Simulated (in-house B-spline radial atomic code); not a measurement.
Results of a calculation; reference values are marked as such.
# Ghost states of the separable form: F

F, [He] 2s2 2p5, non-relativistic LDA (VWN5), spherical and spin-unpolarised, from an all-electron radial atomic-structure program (B-spline basis) (atomic units; all potentials screened as in the neutral atom).

Troullier-Martins channels: 2s (ε = -1.0869, r_c = 0.738 bohr), 2p (ε = -0.4156, r_c = 1.101 bohr). In the Kleinman-Bylander form one channel serves as the local potential, and each other channel l becomes |δV u><u δV|/<u|δV|u>, with δV = V_l − V_local and u the pseudo-orbital. Its strength is E_KB = <u|δV²|u>/<u|δV|u>. By the analysis of Gonze, Stumpf and Scheffler a spurious state lies below the reference level ε if E_KB > 0 and ε is above the second level of the local potential alone, or if E_KB < 0 and ε is above its first. The table's levels are those of angular momentum l in a sphere of 9 bohr, whose wall can lift a shallow ε a little above its free-atom value.

| local | channel | <u δV u> | <u δV² u> | ε | first local level | second local level |
| --- | --- | --- | --- | --- | --- | --- |
| p | s | 1.1821 | 14.069 | -1.0869 | -5.5641 | -0.1043 |
| s | p | -1.5323 | 18.006 | -0.4156 | -0.0176 | 0.1564 |

(1) Apply the rule to each row.

Diagonalising the separable Hamiltonian gives:

```tsv
local	channel	three lowest levels	all-electron, two lowest valence levels
p	s	-1.0869, 0.0229, 0.2507	-1.0869, 0.0227
s	p	-0.4156, 0.0908, 0.3353	-0.4156, 0.0908
```

(2) Which choices of local channel are safe?

Results:

(1) Local p, channel s: E_KB = +11.9, so ε = -1.0869 is set against -0.1043: no ghost. Local s, channel p: E_KB = -11.8, so ε = -0.4156 is set against -0.0176: no ghost.

(2) All are free of ghosts. Among the safe choices the second level, which tests transfer, is off by at most 0.0 millihartree (s local), 0.1 millihartree (p local).
